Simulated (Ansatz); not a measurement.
FGeH5OSSi (`F[SiH](S)[O][GeH3]`) at its PBE0-D4/def2-TZVP geometry, where that method's forces vanish. Charge 0, multiplicity 1.

```xyz
10

F     0.6367   -1.6274   -1.0198
Si    0.7437   -0.0334   -1.1018
S     2.7601    0.5979   -0.9937
O    -0.1135    0.5769    0.1190
Ge   -1.5128    0.0327    1.0881
H     0.2309    0.3591   -2.4291
H     2.8435    0.3686    0.3286
H    -2.0478    1.3044    1.7528
H    -0.9989   -0.9816    2.1179
H    -2.5420   -0.5970    0.1382
```

Q: What forces (eV/Å) does r2SCAN-D4/def2-TZVPP give on these atoms in Ansatz 0.2.0? (An estimate is asked.)

A: Computed: 
```
F1  -0.011 -0.060  0.005
Si2 -0.030  0.002 -0.067
S3   0.060  0.027 -0.019
O4  -0.016  0.064  0.054
Ge5 -0.065 -0.032  0.039
H6   0.017 -0.005  0.028
H7  -0.009 -0.006  0.006
H8   0.028 -0.058 -0.034
H9  -0.018  0.043 -0.047
H10  0.043  0.025  0.036
```
